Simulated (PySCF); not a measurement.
PySCF input file for CH₅Si, SMILES [SiH3][CH2], multiplicity 2, B3LYP-D3(BJ)/def2-TZVP. Geometry optimised at B3LYP-D3(BJ)/def2-TZVP. The isomer is the one that the SMILES or the coordinates give; other isomers of the formula were not compared.

```python
import numpy as np
from pyscf import gto, scf, dft, df
from pyscf.hessian import thermo

mol = gto.M(
    atom='''
    C     1.26859515   -0.00344915   -0.00000000
    Si   -0.57349224   -0.00190119    0.00000000
    H     1.85333007    0.01572341   -0.91260257
    H     1.85333006    0.01572343    0.91260258
    H    -1.11088724    1.38553353   -0.00000002
    H    -1.08922622   -0.68483440   -1.21071388
    H    -1.08922622   -0.68483438    1.21071390
    ''',
    basis='def2-TZVP',
    charge=0,
    spin=1,
    max_memory=1600,
    verbose=3,
)
mf = dft.UKS(mol, xc='b3lyp').density_fit(auxbasis='def2-universal-jkfit')
mf.disp = 'd3bj'
mf.grids.level = 3
mf.conv_tol = 1e-11
mf.max_cycle = 100
mf.kernel()
fine, coarse = mf.grids, dft.Grids(mol).set(level=1).build(with_non0tab=True)
for _ in range(3):  # follow internal instabilities
    mf.grids = coarse
    mo, _, stable, _ = mf.stability(return_status=True, nroots=4)
    mf.grids = fine
    if stable:
        break
    mf.kernel(mf.make_rdm1(mo, mf.mo_occ))

# [left out here: the lines that compute and print the analytic Hessian (its translational invariance restored by hand, since the grid's response is missing), thermochemistry and intensities]
```

Log of the run:

```

WARN: HOMO -0.221984793353073 >= LUMO -0.221984793353069

converged SCF energy = -330.595507333108  <S^2> = 0.75378667  2S+1 = 2.0037831
<class 'pyscf.df.df_jk.DFUKS'> wavefunction is stable in the internal stability analysis

WARN: DFTD3 does not support analytical Hessian, using finite difference


WARN: Mole.unit (angstrom) is changed to Bohr

Mode                                 0                   1                   2
Irrep
Freq [cm^-1]                       45.9303            524.2414            528.4718
Reduced mass [au]                   1.0080              1.0364              1.0775
Force const [Dyne/A]                0.0013              0.1678              0.1773
Char temp [K]                      66.0835            754.2666            760.3533
Normal mode                   x     y     z       x     y     z       x     y     z
       0   C                -0.00 -0.00  0.00   -0.00 -0.00 -0.02   -0.01 -0.06  0.00
       1  Si                 0.00 -0.00  0.00    0.00 -0.00 -0.03    0.00 -0.03  0.00
       2   H                -0.01  0.62  0.00    0.39  0.00  0.24   -0.02  0.52  0.00
       3   H                 0.01 -0.62  0.00   -0.39  0.00  0.24   -0.02  0.52 -0.00
       4   H                 0.00  0.00 -0.30    0.00  0.00  0.20    0.46  0.16 -0.00
       5   H                -0.02 -0.22  0.13   -0.47 -0.02  0.19   -0.21  0.15 -0.00
       6   H                 0.02  0.22  0.13    0.47  0.02  0.19   -0.22  0.15  0.00
Mode                                 3                   4                   5
Irrep
Freq [cm^-1]                      670.8040            751.6344            841.4402
Reduced mass [au]                   1.3843              4.6207              1.3290
Force const [Dyne/A]                0.3670              1.5381              0.5544
Char temp [K]                     965.1376           1081.4345           1210.6451
Normal mode                   x     y     z       x     y     z       x     y     z
       0   C                -0.01  0.14  0.00    0.22  0.00 -0.00   -0.00  0.00 -0.12
       1  Si                 0.00 -0.05 -0.00   -0.10 -0.00  0.00    0.00 -0.00  0.05
       2   H                 0.00 -0.34 -0.00    0.24  0.01  0.01    0.44  0.01  0.17
       3   H                 0.00 -0.34  0.00    0.24  0.01 -0.01   -0.44 -0.01  0.17
       4   H                 0.51  0.15  0.00   -0.06  0.00 -0.00    0.00  0.00 -0.17
       5   H                -0.26  0.17 -0.01   -0.14 -0.01  0.02    0.35  0.02 -0.12
       6   H                -0.26  0.17  0.01   -0.14 -0.01 -0.02   -0.35 -0.02 -0.12
Mode                                 6                   7                   8
Irrep
Freq [cm^-1]                      946.7435            948.9181            958.0121
Reduced mass [au]                   1.0534              1.0939              1.0331
Force const [Dyne/A]                0.5563              0.5803              0.5587
Char temp [K]                    1362.1530           1365.2818           1378.3661
Normal mode                   x     y     z       x     y     z       x     y     z
       0   C                -0.01  0.00  0.00    0.01 -0.00 -0.00   -0.00  0.00 -0.01
       1  Si                -0.03  0.03  0.00   -0.05 -0.02 -0.00    0.00  0.00 -0.03
       2   H                 0.01 -0.01  0.01    0.03 -0.00  0.01    0.02  0.03  0.00
       3   H                 0.01 -0.01 -0.01    0.03 -0.00 -0.01   -0.02 -0.03  0.00
       4   H                 0.51  0.21 -0.00    0.26  0.10  0.00    0.00  0.00  0.73
       5   H                 0.19 -0.49  0.20    0.49  0.22 -0.36    0.25 -0.38  0.09
       6   H                 0.19 -0.49 -0.20    0.49  0.22  0.36   -0.25  0.38  0.09
Mode                                 9                  10                  11
Irrep
Freq [cm^-1]                     1404.8895           2184.8860           2221.5020
Reduced mass [au]                   1.1281              1.0430              1.0260
Force const [Dyne/A]                1.3118              2.9335              2.9832
Char temp [K]                    2021.3232           3143.5645           3196.2468
Normal mode                   x     y     z       x     y     z       x     y     z
       0   C                -0.10 -0.00  0.00    0.00 -0.00  0.00    0.00  0.00 -0.00
       1  Si                 0.00 -0.00 -0.00    0.01 -0.03 -0.00   -0.02 -0.02 -0.00
       2   H                 0.54  0.01  0.39    0.00 -0.00  0.00   -0.01 -0.00 -0.01
       3   H                 0.54  0.01 -0.39    0.00 -0.00 -0.00   -0.01 -0.00  0.01
       4   H                -0.01 -0.01  0.00   -0.35  0.91  0.00    0.04 -0.12 -0.00
       5   H                -0.01  0.01  0.01    0.03  0.02  0.07    0.24  0.32  0.57
       6   H                -0.01  0.01 -0.01    0.03  0.02 -0.07    0.24  0.32 -0.57
Mode                                12                  13                  14
Irrep
Freq [cm^-1]                     2224.1841           3128.7842           3217.3716
Reduced mass [au]                   1.0513              1.0530              1.1131
Force const [Dyne/A]                3.0642              6.0734              6.7885
Char temp [K]                    3200.1057           4501.6238           4629.0814
Normal mode                   x     y     z       x     y     z       x     y     z
       0   C                 0.00  0.00 -0.00   -0.06 -0.00 -0.00   -0.00 -0.00  0.09
       1  Si                 0.00  0.00 -0.04    0.00 -0.00  0.00    0.00  0.00  0.00
       2   H                 0.00  0.00 -0.00    0.36  0.01 -0.59    0.37  0.01 -0.56
       3   H                -0.00 -0.00 -0.00    0.36  0.01  0.59   -0.37 -0.01 -0.56
       4   H                -0.00  0.00 -0.02   -0.00 -0.00 -0.00   -0.00 -0.00  0.00
       5   H                 0.24  0.32  0.56   -0.00 -0.00 -0.00   -0.00 -0.00 -0.00
       6   H                -0.24 -0.32  0.56   -0.00 -0.00  0.00    0.00  0.00 -0.00
temperature 298.1500 [K]
pressure 101325.00 [Pa]
Rotational constants [GHz] 67.24603 12.03173 11.54975
Symmetry number 1
Zero-point energy (ZPE) 0.04693 [Eh]   123202.282 [J/mol]
                           tot       elec      trans        rot        vib
Entropy [J/mol/K]       280.745      5.763    156.259     88.154     30.569
Cv [J/mol/K]             58.368      0.000     12.472     12.472     33.424
Cp [J/mol/K]             66.682      0.000     20.786     12.472     33.424
Internal energy [J/mol]                      3718.434   3718.434 127616.250
Internal energy [Eh]   -330.54407  -330.59551
Enthalpy [J/mol]                             6197.391   3718.434 127616.250
Enthalpy [Eh]          -330.54312
Gibbs free energy [J/mol]                  -40391.222 -22564.805 118502.198
Gibbs free energy [Eh] -330.57501
mode   freq/cm-1   IR/(km/mol)
   1       45.93         0.008
   2      524.24         8.792
   3      528.47         3.938
   4      670.80        86.235
   5      751.63        13.252
   6      841.44        52.039
   7      946.74        96.285
   8      948.92       159.270
   9      958.01        42.188
  10     1404.89         2.250
  11     2184.89       102.162
  12     2221.50        69.866
  13     2224.18       123.769
  14     3128.78         3.610
  15     3217.37         1.955
max |gradient| / (hartree/bohr): 3.9033175709643033e-05
APT charges: [-0.3293  1.0182  0.0346  0.0346 -0.2539 -0.2521 -0.2521]
```

The calculation finished and met its thresholds.

Cost: about 100 core-seconds (a rough figure).
